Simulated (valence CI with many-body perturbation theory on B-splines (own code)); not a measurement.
## Br¹¹⁺: magnetic and hyperfine properties of the levels

Calculated by configuration interaction combined with many-body perturbation theory (CI+MBPT): six valence electrons over a frozen Dirac-Fock core [Ar], radial functions for each j: 7 s, 7 p, 8 d, 6 f, 4 g, 1 h, with the one-electron correlation potential Σ1, the two-electron term Σ2, the three-electron term Σ3, Breit, model QED; selected CI, second order for the rest, scaled by the run's own slope (own B-spline code, finite nucleus).

No measured levels were compared; by estimate terms of the open shell hold to 2 to 4 % of their energy, and close levels can change places. Core correlation moves these levels by up to 5600 cm⁻¹, and in measured spectra 5 to 20 % of such shifts remained as error; rates that hang on mixing are uncertain with them. Among the levels kept, up to 700 cm⁻¹ of a level comes from second order outside the variational space, and about a tenth of that is noise between levels of different J, which matters for small intervals. Only levels of the ground parity were solved; by the run's estimate the other parity begins above the list, which can be wrong where configurations are misplaced.

A/g_I is the dipole constant over the nuclear g factor μ/I (μ in nuclear magnetons, uniformly magnetised nucleus), B/Q the quadrupole constant per barn. Both hold the static response of the core; the bare values leave it out. Large factors of s and p1/2 electrons are usually good to 5 to 10 %; those of open d and f shells near neutrality can be off by tens of per cent, and small factors of p3/2, d and f electrons come from cancelling terms and can be off by a factor of two or in sign, in half-filled shells by more. B is blank for J = 1/2, where it vanishes, and for nearly pure S terms. Energies count from the lowest level. Levels with J = 0 are left out.

Names give the largest LS component (configuration and term), which can be under half, so a name can repeat, a term be missing and a line seem to break the LS rules; names also repeat where a configuration has a term twice. Letters in brackets count levels of one name in rising energy.

```tsv
Level	E (cm⁻¹)	g	A/g_I (MHz)	A/g_I bare	B/Q (MHz/b)	B/Q bare
3d⁶ ⁵D_4	0.0	1.494	1210	1510	3620	3740
3d⁶ ⁵D_3	4737	1.496	790	1090	868	900
3d⁶ ⁵D_2	7286	1.497	671	966	-778	-802
3d⁶ ⁵D_1	8876	1.498	578	873	-1240	-1280
3d⁶ ³P_2 [a]	46628	1.486	869	1160	-457	-463
3d⁶ ³H_4	47851	1.008	2230	2270	1170	1200
3d⁶ ³H_6	48032	1.160	2340	2460	-1960	-2020
3d⁶ ³H_5	49413	1.063	2330	2400	-77.0	-75.8
3d⁶ ³F_3 [a]	54671	1.032	2500	2550	1220	1260
3d⁶ ³F_4 [a]	54774	1.029	2370	2420	-459	-473
3d⁶ ³F_2 [a]	56356	0.680	3640	3500	108	109
3d⁶ ³P_1 [a]	59396	1.470	621	900	73.5	77.3
3d⁶ ³G_5	61852	1.168	2270	2390	-823	-851
3d⁶ ³G_4	65526	1.058	2690	2750	-373	-385
3d⁶ ³G_3	66876	0.806	3340	3280	161	167
3d⁶ ¹I_6	75378	1.004	2730	2770	-3590	-3710
3d⁶ ³D_2	75696	1.157	2160	2280	277	288
3d⁶ ³D_1	76890	0.533	3930	3720	169	175
3d⁶ ³D_3	77522	1.325	1570	1780	-779	-801
3d⁶ ¹G_4 [a]	80781	1.005	2820	2860	1570	1630
3d⁶ ¹D_2 [a]	91892	1.012	2590	2630	-1900	-1960
3d⁶ ¹F_3	104430	1.007	2780	2820	-4300	-4450
3d⁶ ³P_1 [b]	121480	1.497	382	670	320	327
3d⁶ ³F_4 [b]	125240	1.239	1940	2100	-4900	-5070
3d⁶ ³F_2 [b]	125530	0.670	4020	3890	-3010	-3110
3d⁶ ³F_3 [b]	127840	1.077	2470	2550	-3780	-3910
3d⁶ ³P_2 [b]	129860	1.490	1260	1550	-1780	-1840
3d⁶ ¹G_4 [b]	142010	1.008	2620	2660	-1550	-1600
3d⁶ ¹D_2 [b]	188400	0.999	2760	2790	4390	4540
```

Take the isotope of mass number 79, with I = 3/2, μ = 2.1046 μN and Q = 0.3087 b. What is the hyperfine structure of 3d⁶ ³H_5?

From the table A = 3270 MHz, B = -23.8 MHz. Shifts from the centre of gravity in MHz: F = 7/2: -29400, F = 9/2: -14700, F = 11/2: 3280, F = 13/2: 24500.
